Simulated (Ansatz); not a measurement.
**The dipole moment down a group: B to In**

One atom is swapped for its congeners: C2H7BO `CCBO`; C2H7AlO `C[CH2][AlH][OH]`; C2H7InO `C[CH2][InH][OH]`. The Ga member is missing. All are singlets with charge 0.

Shapes, held fixed at every level: PBE0-D4/def2-TZVP. Flexible molecules stand in one conformer, not always the lowest. Programs: Ansatz 0.2.0. Values in D.

Q: How should the dipole moment change along the series?

A: At wB97M-V/def2-TZVPP the dipole moment rises at every step, from 1.84 to 2.72 D. Every level shows the same order. For atoms past krypton def2 sets carry core potentials with scalar relativity.

| level | C2H7BO | C2H7AlO | C2H7InO |
| --- | --- | --- | --- |
| PBE-D4/def2-TZVPP | 1.81 | 1.85 | 2.62 |
| r2SCAN-D4/def2-TZVPP | 1.83 | 1.87 | 2.70 |
| B3LYP-D4/def2-TZVPP | 1.82 | 1.86 | 2.76 |
| wB97M-V/def2-TZVPP | 1.84 | 1.87 | 2.72 |
